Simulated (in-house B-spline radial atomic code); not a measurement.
Radial electron density of neutral copper, [Ar] 3d10 4s1. Method: non-relativistic BP86, spin-polarised, spherical fractional occupations, point nucleus. Calculated with a radial B-spline atomic code at the basis-set limit.

Columns: r (bohr), 4πr²n(r) (electrons per bohr), bar.

```
 0.00235    1.008 #
 0.00288    1.468 ##
 0.00354    2.135 ##
 0.00434    3.063 ###
 0.00533    4.362 #####
 0.00654    6.123 #######
 0.00802    8.451 #########
 0.00984    11.45 #############
  0.0121    15.19 #################
  0.0148    19.46 #####################
  0.0182     24.2 ###########################
  0.0223    28.76 ################################
  0.0273     32.5 ####################################
  0.0335    34.69 ######################################
  0.0411    34.74 ######################################
  0.0505    32.73 ####################################
  0.0619    29.82 #################################
   0.076     27.9 ###############################
  0.0932    28.88 ################################
   0.114    32.93 ####################################
    0.14    37.97 ##########################################
   0.172    39.91 ############################################
   0.211       36 ########################################
   0.259    27.63 ##############################
   0.318    20.02 ######################
    0.39    17.75 ####################
   0.478    20.18 ######################
   0.587     22.5 #########################
    0.72    20.82 #######################
   0.883    15.61 #################
    1.08    9.854 ###########
    1.33    5.449 ######
    1.63    2.984 ###
       2    1.712 ##
    2.45    1.033 #
    3.01   0.6031 #
    3.69   0.3174 
    4.53   0.1374 
    5.56  0.04572 
    6.82  0.01111 
    8.37 0.001874 
    10.3 0.0001975
```

On this grid the curve has 3 maxima, near 0.0411, 0.172, 0.587 bohr.

The 3d down radial function P(r) = rR(r), positive near the nucleus:

```csv
r (bohr),P
0.0182,0.00127
0.0273,0.003942
0.0411,0.01187
0.0619,0.03381
0.0932,0.08878
0.14,0.2079
0.211,0.4226
0.318,0.7089
0.478,0.9398
0.72,0.9547
1.08,0.752
1.63,0.4744
2.45,0.2453
3.69,0.09891
5.56,0.02751
8.37,0.004342
```
